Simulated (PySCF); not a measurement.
Correlation energy of Ru²⁺ (ruthenium, charge +2)

[Kr] 4d5 5s1, high-spin 7S determinant (an excited configuration). All numbers are calculated (PySCF 2.14, a scalar-relativistic core potential, in aug-cc-pwCVDZ-PP with ECP28MDF (6s6p5d3f, 70 functions)). Frozen: 4s2 4p6; 6 electrons correlated.

```tsv
level	correlation energy (mhartree)
CCSD	-88.02
(T)	-0.71
CCSD(T)	-88.73
```

Diagnostics: T1 = 0.0039, D1 = 0.0134, largest double amplitude 0.020.

Cost of the coupled-cluster step: of the order of 4 core-seconds, for 6 correlated electrons.

Iterations:

```
CC2 = 0
CCSD nocc = (np.int64(6), np.int64(0)), nmo = (66, 66)
frozen orbitals [[0, 1, 2, 3], [0, 1, 2, 3]]
max_cycle = 100
direct = 0
conv_tol = 1e-08
conv_tol_normt = 1e-06
diis_space = 8
diis_start_cycle = 0
Init t2, MP2 energy = -0.0801410745204244
Init E_corr(UCCSD) = -0.0801410745258714
cycle = 1  E_corr(UCCSD) = -0.0871359683423663  dE = -0.00699489382  norm(t1,t2) = 0.0175372
cycle = 2  E_corr(UCCSD) = -0.0878771438759246  dE = -0.000741175534  norm(t1,t2) = 0.00398454
cycle = 3  E_corr(UCCSD) = -0.0880337865263139  dE = -0.00015664265  norm(t1,t2) = 0.00126662
cycle = 4  E_corr(UCCSD) = -0.0880199308662778  dE = 1.385566e-05  norm(t1,t2) = 8.27539e-05
cycle = 5  E_corr(UCCSD) = -0.0880201273891782  dE = -1.965229e-07  norm(t1,t2) = 7.34832e-06
cycle = 6  E_corr(UCCSD) = -0.0880201216567951  dE = 5.73238314e-09  norm(t1,t2) = 4.94484e-07
UCCSD converged
E(UCCSD) = -93.03302340401964  E_corr = -0.0880201216567951
UCCSD(T) correction = -0.000709827074434196
```
